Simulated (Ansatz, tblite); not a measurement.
Cost and result up the ladder for the cluster Ca3 (3 atoms). The state is a singlet with charge 0. Geometry: PBE0/def2-TZVP.

Cartesian coordinates in Å:
```
Ca -0.3390 1.9640 1.0783
Ca -0.2965 -1.9638 1.0969
Ca 0.6355 -0.0002 -2.1752
```

Ansatz on 4 threads of Arm Neoverse V2 on a shared host; xTB runs through tblite on one thread. Times are rough, summed over both states, and most runs start from the orbitals of an earlier one. ωB97M-V/def2-TZVP serves as the yardstick here, not as an exact answer. Differences are given only for rows in sets of like size (and for xTB, whose basis is part of the method), since another set adds its own error. The other state is a triplet at its own geometry.

The 6-31G sets use Cartesian d functions. The xTB rows come from tblite. B3LYP takes the VWN-RPA correlation. Correlated methods freeze 15 core orbitals; core or outer-core shells of Ca are correlated, in sets that lack core-valence functions. At PBE0/def2-TZVP a singlet of charge 0 lies 0.51 eV below the triplet, each at its own geometry. The structure comes from a short search, and lower isomers may exist.

Run but left out: HF/6-31G (singlet: restricted singlet, unstable in another Hartree–Fock run and untested here); HF/def2-TZVP, HF/def2-TZVPP, r2SCAN/def2-TZVP (singlet: restricted singlet, unstable towards broken spin symmetry); r2SCANh/def2-TZVP, LC-ωPBE/def2-TZVP, MP2/def2-TZVP, MP2/def2-TZVPP, CCSD/def2-TZVPP, CCSD(T)/def2-TZVPP (triplet: ⟨S²⟩ 2.31 to 2.83, where a pure state has 2.00).

Correlated methods converge slowly with the basis.

xTB has no spin-polarisation term.

| level | functions | wall time | triplet − singlet (eV) | difference from ωB97M-V/def2-TZVP (eV) |
| --- | --- | --- | --- | --- |
| GFN1-xTB | 27 | 0.005 s | 3.08 | 2.09 |
| GFN2-xTB | 27 | 0.007 s | 2.44 | 1.46 |
| LDA (SPW92)/def2-TZVP | 108 | 1.8 s | 0.50 | -0.49 |
| PBE/def2-TZVP | 108 | 4 s | 0.46 | -0.53 |
| RPA@PBE/def2-TZVP | 108 | 4.7 s | 1.25 | 0.26 |
| B3LYP/6-31G | 87 | 6.1 s | 0.89 | – |
| CAM-B3LYP/def2-TZVP | 108 | 6.2 s | 0.75 | -0.23 |
| ωB97M-V/def2-TZVP | 108 | 21 s | 0.99 | 0.00 |
